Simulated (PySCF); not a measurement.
CHN, charge +1, doublet, geometry from GFN2-xTB (a state made from the parent by changing its charge; the spin is typed, not shown lowest). Base run: CCSD(T)/6-311G** run with PySCF.

Here is a job for PySCF.
```python
from pyscf import gto, scf, cc

mol = gto.Mole()
mol.atom = '''
    C    -0.00000000   -0.00000000   -0.48312722
    N     0.00000000    0.00000000    0.64165945
    H    -0.00000000   -0.00000000   -1.59285286
'''
mol.basis = '6-311g**'
mol.charge = 1
mol.spin = 1
mol.verbose = 4
mol.build()

mf = scf.UHF(mol)
mf.kernel()

mycc = cc.CCSD(mf)
mycc.kernel()
et = mycc.ccsd_t()
print('E(CCSD(T)) = %.10f' % (mycc.e_tot + et))
```

The base run was repeated with changes; each row names its change, and settings that it needs were set with it.

```
change                                ΔE vs base (mEh)  MP2 correlation (Eh)  CC correlation without the perturbative part (Eh)  basis functions
------------------------------------  ----------------  --------------------  -------------------------------------------------  ---------------
base                                             0.000              -0.26700                                           -0.29135               42
method = cisd                               (withheld)                     -                                                  -               42
density fitting = JK and correlation             0.282              -0.26667                                           -0.29111               42
method = ccsd                               (withheld)              -0.26700                                           -0.29135               42
cc.conv_tol = 1e-9                               0.000              -0.26700                                           -0.29135               42
cc.iterative_damping = 0.8                       0.000              -0.26700                                           -0.29135               42
cc.diis_space = 10                               0.000              -0.26700                                           -0.29135               42
cc.diis_space = 3                                0.000              -0.26700                                           -0.29135               42
method = mp2                                (withheld)              -0.26700                                                  -               42
frozen = 1                                      19.167              -0.24831                                           -0.27231               42
```

Complete the blanks.


- method = cisd, ΔE vs base (mEh): 26.180
- method = ccsd, ΔE vs base (mEh): 9.378
- method = mp2, ΔE vs base (mEh): 33.725

Open shells are given as the SCF converged; they aren't shown to be the lowest states, and a large step between rows can be another state.
